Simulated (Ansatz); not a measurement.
Cost and result for the atomization energy of `F[C](F)OC(F)F` radical (8 atoms, 7 bonds).

Cartesian coordinates in Å:
```
F -0.1466 -1.9810 0.4559
C -0.0816 -1.2628 -0.6532
F 1.1720 -1.2298 -1.0882
O -0.6711 -0.0659 -0.5854
C -0.1207 0.8879 0.2717
F -0.3843 2.0757 -0.2622
F -0.7251 0.8197 1.4624
H 0.9573 0.7561 0.3988
```

Total charge 0; spin multiplicity 2. Geometry: relaxed with PBE0-D4/def2-TZVP. It is one conformer, not always the lowest. Program: Ansatz. Hardware: A = 2 threads of an AMD EPYC 7R13 on a shared host; B = 2 threads of an AMD EPYC 7R13 on a shared host and a share of an NVIDIA H100 80 GB. Times are those of one run each, without the atoms' runs, and a repeat can differ threefold. Electronic energies, without spin–orbit coupling; frozen cores. CCSD(T)/CBS adds CCSD(T) − MP2 in def2-TZVPP to the MP2 limit, and its time is that of the two runs behind it. T1 = 0.014; ⟨S²⟩ of the reference is 0.75. B3LYP takes the VWN-RPA correlation (the form of Gaussian; ORCA's B3LYP/G).

CCSD(T)/CBS is a level of theory with its own doubt, some kJ/mol a heavy atom from the limit and from the frozen cores, so smaller differences don't rank the functionals.

```tsv
level	functions	wall time	atomization (kcal/mol)	difference from CCSD(T)/CBS	per bond
PBE-D4/def2-TZVPP (with forces) [A]	231	8.1 s	799.4	49.5	7.1
PBE0-D4/def2-TZVPP [A]	231	9 s	761.2	11.3	1.6
B3LYP-D4/def2-TZVPP (with forces) [A]	231	11 s	747.8	-2.1	-0.3
r2SCAN-D4/def2-TZVPP (with forces) [A]	231	12 s	764.9	15.0	2.1
MP2/def2-QZVPP [B]	429	13 s	781.1	31.2	4.5
B2PLYP/def2-TZVPP [A]	231	16 s	743.3	-6.6	-0.9
ωB97X-V/def2-TZVPP [A]	231	20 s	757.2	7.3	1.0
ωB97M-V/def2-TZVPP (with forces) [A]	231	23 s	755.7	5.8	0.8
CCSD(T)/def2-TZVPP [B]	231	27 s	726.8	-23.1	-3.3
CCSD(T)/CBS(def2)	–	40 s	749.9	0.0	0.0
```

The D4 term adds +5.0 kcal/mol with B3LYP and +2.6 kcal/mol with PBE0; it sums over pairs of atoms, weighted by their polarisabilities, and B3LYP, whose exchange is more repulsive, gets the larger term. In def2-TZVPP, CCSD(T) changes the Hartree–Fock value by +235.7 kcal/mol (the triples alone add +18.8 kcal/mol) and MP2 by +276.3 kcal/mol; breaking electron pairs costs correlation energy, which Hartree–Fock lacks. From PBE to PBE0 (25 % exact exchange), in def2-TZVPP and without D4, the atomization energy moves by −37.7 kcal/mol: exact exchange takes away binding that semilocal exchange gives to molecules.
